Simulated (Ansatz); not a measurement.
Coupled-cluster run, `CB(O)S`.

```yaml
crystal:
  periodic: [false, false, false]
  atoms:
    - {symbol: C, position_ang: [0.224772, 0.856357, -0.670885]}
    - {symbol: B, position_ang: [0.093028, -0.475051, 0.140237]}
    - {symbol: O, position_ang: [0.879994, -1.532456, -0.190386]}
    - {symbol: S, position_ang: [-1.087503, -0.675435, 1.523065]}
    - {symbol: H, position_ang: [-0.716487, 1.100805, -1.172689]}
    - {symbol: H, position_ang: [0.454362, 1.700395, -0.014168]}
    - {symbol: H, position_ang: [1.007392, 0.785601, -1.428401]}
    - {symbol: H, position_ang: [0.748430, -2.320784, 0.342485]}
    - {symbol: H, position_ang: [-1.603989, 0.560567, 1.470752]}
basis:
  gaussian: {orbitals: def2-SVP}
correlation: {method: ccsd_t}
```

```sh
$ ansatz run in.yaml --threads 2 --pin off --events-out ev --progress --plain
```

Output of Ansatz, abridged:

```
Functional definition: HF
838 factors; integrals over basis functions are off by at most 1.1e-3 eV
mean field evaluation 1: about -14629.0899 eV, gradient 3.6e1 eV
mean field evaluation 2: about -14629.1615 eV, gradient 3.6e1 eV
mean field evaluation 4: about -14632.1968 eV, gradient 3.6e0 eV
mean field evaluation 8: about -14632.2451 eV, gradient 1.8e-4 eV
mean field -14632.24510934 eV, -537.7250896763 hartree, gradient 7.2e-6 eV, S^2 0.000000; 0 other end points of the search recorded, 0 dependent functions left out
8 core orbitals not correlated: weight in the atoms' cores, before any rotation towards them, 1.000 or more for the frozen orbitals, at most 0.000 for the correlated occupied ones
reference -14632.24510934 eV, -537.7250896763 hartree; 12, 12 occupied and 65, 65 virtual orbitals, 838 factors
second order -14.89346452 eV of doubles, -0.00000000 eV of singles
cycle   1  -15.61071380 eV  change   -7.2e-1 eV  update   8.7e-2
cycle   2  -15.98354094 eV  change   -3.7e-1 eV  update   2.5e-2
cycle   3  -16.07183778 eV  change   -8.8e-2 eV  update   1.4e-2
cycle   4  -16.06964006 eV  change    2.2e-3 eV  update   3.5e-3
cycle   5  -16.06828028 eV  change    1.4e-3 eV  update   1.3e-3
cycle   6  -16.06820626 eV  change    7.4e-5 eV  update   4.3e-4
cycle   7  -16.06805510 eV  change    1.5e-4 eV  update   1.1e-4
cycle   8  -16.06804199 eV  change    1.3e-5 eV  update   3.6e-5
cycle   9  -16.06805045 eV  change   -8.5e-6 eV  update   1.0e-5
perturbative correction -0.43604540 eV, -0.0160243728 hartree
Total energy: -14648.74920519 eV, -538.3316040119 hartree
```

Hardware: 2 threads of a server CPU on a shared host. Wall time 2.5 s, peak host memory 0.28 GiB.

MP2 recovers 90.2 % of the CCSD(T) correlation energy and the triples give 2.6 %; T1 = 0.0124.
